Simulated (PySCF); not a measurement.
# Relaxation of singlet BCl₃

Method: PBE0 in PySCF with B def2-TZVP, Cl def2-TZVP; no relativity; density-fitted integrals. A (50,194) grid was used.

A hand-made trigonal planar start, of D3h symmetry, held to at least that symmetry:

Coordinates in bohr (charge 0 multiplicity 1):
```
B     0.0000    0.0000    0.0000
Cl    3.4771    0.0000    0.0000
Cl   -1.7386    3.0113    0.0000
Cl   -1.7386   -3.0113    0.0000
```

Optimiser trace:
```
step  E − E(last) (kJ/mol)  largest gradient (Eh/bohr)
   0                 38.16                     0.04599
   1                  2.31                     0.01285
   2                  0.19                     0.00383
   3                  0.00                     0.00022
   4                  0.00                     0.00000
```

It ends at D3h with B–Cl 1.737 Å (×3); Cl–B–Cl 120.0° (×3). A frequency run shows a minimum. Other isomers or separated fragments may lie lower.

Final geometry:
Z-matrix (Å, degrees; charge 0 multiplicity 1):
```
B
Cl 1 1.7374
Cl 1 1.7374 2 120.00
Cl 1 1.7374 2 120.00 3 180.00
```

The relaxation took 12 s on 4 threads of a shared Intel Xeon Platinum 8175M @ 2.50GHz (Skylake/Cascade Lake) host, with 142 basis functions and 5 gradients; the process peaked at 0.79 GiB. Launch command: `OMP_NUM_THREADS=4 python axn.py task.json out`.
